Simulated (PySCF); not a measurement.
Species: C5H9FOS.
Cartesian coordinates in Å at the PBE0-D3(BJ)/def2-SVP level; atoms count from 1:
```
atom  x, y, z in Å
O1     1.672    1.978   -0.102
S2     1.624    0.476   -0.040
C3     2.598   -0.031   -1.519
F4     2.443   -1.351   -1.792
C5     0.000   -0.027   -0.710
C6    -1.071    0.406    0.246
C7    -1.385   -0.433    1.452
C8    -2.364   -0.352    0.320
H9     3.650    0.202   -1.289
H10    2.239    0.601   -2.349
H11    0.029   -1.119   -0.852
H12   -0.099    0.469   -1.690
H13   -1.122    1.491    0.376
H14   -0.827   -1.366    1.581
H15   -1.620    0.080    2.387
H16   -2.478   -1.228   -0.324
H17   -3.284    0.220    0.464
```

Level of theory: PySCF 2.14.0, density-fitted response routines, TDDFT CAM-B3LYP/def2-SVPD, vertical, gas phase, core orbitals frozen in the response.

```json
{"state": "S1", "E (eV)": "5.50", "ν̃ (cm⁻¹)": "44330", "f": "0.010", "main configurations (H = HOMO, L = LUMO)": "H→L (79%)"}
{"state": "S2", "E (eV)": "6.22", "ν̃ (cm⁻¹)": "50180", "f": "0.060", "main configurations (H = HOMO, L = LUMO)": "H→L+1 (61%), H→L+6 (14%)"}
{"state": "S3", "E (eV)": "6.41", "ν̃ (cm⁻¹)": "51730", "f": "0.0008", "main configurations (H = HOMO, L = LUMO)": "H-1→L (77%)"}
{"state": "S4", "E (eV)": "6.90", "ν̃ (cm⁻¹)": "55690", "f": "0.0032", "main configurations (H = HOMO, L = LUMO)": "H→L+2 (53%), H→L+4 (10%)"}
{"state": "S5", "E (eV)": "7.09", "ν̃ (cm⁻¹)": "57160", "f": "0.082", "main configurations (H = HOMO, L = LUMO)": "H→L+3 (68%), H→L+2 (11%)"}
{"state": "S6", "E (eV)": "7.37", "ν̃ (cm⁻¹)": "59420", "f": "0.019", "main configurations (H = HOMO, L = LUMO)": "H-1→L+1 (55%), H→L+3 (8%), H-1→L+6 (8%)"}
{"state": "S7", "E (eV)": "7.58", "ν̃ (cm⁻¹)": "61160", "f": "0.0014", "main configurations (H = HOMO, L = LUMO)": "H→L+6 (41%), H→L+1 (13%), H→L+5 (12%)"}
{"state": "S8", "E (eV)": "7.70", "ν̃ (cm⁻¹)": "62110", "f": "0.0047", "main configurations (H = HOMO, L = LUMO)": "H→L+4 (29%), H→L+5 (22%), H→L+7 (12%)"}
{"state": "S9", "E (eV)": "7.78", "ν̃ (cm⁻¹)": "62720", "f": "0.035", "main configurations (H = HOMO, L = LUMO)": "H→L+8 (23%), H→L+5 (16%), H→L+2 (12%)"}
{"state": "S10", "E (eV)": "7.85", "ν̃ (cm⁻¹)": "63290", "f": "0.011", "main configurations (H = HOMO, L = LUMO)": "H-1→L+2 (56%)"}
```

Triplets, Tamm–Dancoff:

```json
{"state": "T1", "E (eV)": "4.84", "λ (nm)": "256.2", "main configurations (H = HOMO, L = LUMO)": "H→L (72%)"}
{"state": "T2", "E (eV)": "5.44", "λ (nm)": "227.7", "main configurations (H = HOMO, L = LUMO)": "H→L+1 (46%), H→L+6 (21%), H→L+5 (10%)"}
{"state": "T3", "E (eV)": "6.00", "λ (nm)": "206.6", "main configurations (H = HOMO, L = LUMO)": "H-1→L (71%)"}
{"state": "T4", "E (eV)": "6.52", "λ (nm)": "190.2", "main configurations (H = HOMO, L = LUMO)": "H-1→L+1 (38%), H-1→L+6 (19%), H-1→L+5 (8%)"}
```

The lowest singlet comes at 226 nm (530 kJ/mol) in the ultraviolet; it is weak; its leading configuration is HOMO→LUMO (79%). The strongest level in the table is S5 at 7.09 eV (175 nm, f = 0.082). Löwdin shares by element: HOMO oxygen 51%, sulfur 29%, carbon 13% or more; LUMO sulfur 46%, carbon 14% or more, fluorine 10%, oxygen 7% (atoms not listed hold the other 23%). Orbital energies (eV): HOMO-3 -10.38, HOMO-2 -10.17, HOMO-1 -9.24, HOMO -8.33, LUMO 0.85, LUMO+1 1.25, LUMO+2 1.34. Of the 10 states listed, 6 reach f = 0.01 and none stays under 0.0005. Weighted by f, the mean energy of these states is 6.96 eV. All these states lie below the vertical ionisation energy of 9.08 eV (ΔSCF). Singlets were solved by full linear response, triplets in the Tamm–Dancoff approximation.

Time: 4.0 min wall (with the writing of density and orbital grids). Hardware: Arm Neoverse V2, one thread, no GPU, on a shared host.

One conformer stands for the species.
